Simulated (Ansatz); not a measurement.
Geometry optimisation, Ansatz 0.2.0, RKS B3LYP/def2-SVP.

Input:

```yaml
crystal:
  periodic: [false, false, false]
  atoms:
    - { symbol: Ge, position_ang: [-0.787754, 0.634119, -0.138896] }
    - { symbol: Cl, position_ang: [1.146294, -1.640528, -2.017309] }
    - { symbol: H, position_ang: [-1.609214, -0.278552, -1.062798] }
    - { symbol: H, position_ang: [-1.632184, 1.828141, 0.360264] }
    - { symbol: C, position_ang: [0.138069, -0.267061, 1.315653] }
    - { symbol: H, position_ang: [1.364741, -0.348298, -2.088534] }
    - { symbol: F, position_ang: [0.447018, 1.388597, -1.159643] }
    - { symbol: H, position_ang: [-0.602367, -0.667739, 2.02571] }
    - { symbol: H, position_ang: [0.745333, -1.09078, 0.917883] }
    - { symbol: H, position_ang: [0.790062, 0.4422, 1.847671] }
basis:
  gaussian: { orbitals: def2-SVP }
hamiltonian:
  xc: b3lyp
relax:
  f_tol: 0.03
  max_steps: 50
```

Command:

```bash
$ ansatz run input.yaml --threads 2 --pin off --max-ram 3072MiB --backend cpu --events-out ev --progress --plain --runs-dir out
```

Question: Where does it end, and by what steps?

Answer: The forces met the threshold. After 9 steps the energy has fallen by 0.094 eV; Cl2 moved furthest, 0.57 Å.

```tsv
step	energy less start (eV)	largest force component (eV/Å)	accepted
0	0.0000	0.391	yes
1	-0.0319	1.083	yes
2	-0.0030	0.951	no
3	-0.0748	0.220	yes
4	-0.0854	0.069	yes
5	-0.0909	0.094	yes
6	-0.0930	0.125	yes
7	-0.0941	0.070	yes
8	-0.0944	0.035	yes
9	-0.0945	0.013	yes
```

```xyz
10
Properties=species:S:1:pos:R:3
Ge -0.889 0.671 -0.093
Cl 1.708 -1.562 -2.057
H -1.950 -0.172 -0.823
H -1.445 2.033 0.363
C 0.106 -0.291 1.277
H 1.273 -0.338 -1.924
F 0.305 1.093 -1.350
H -0.587 -0.718 2.018
H 0.675 -1.103 0.801
H 0.804 0.388 1.788
```

Whether the end is a true minimum wasn't checked by a vibrational analysis.

The run took 18 s on 2 threads of Intel(R) Xeon(R) 6975P-C (Granite Rapids), with other jobs on the host, peak memory 0.28 GiB.
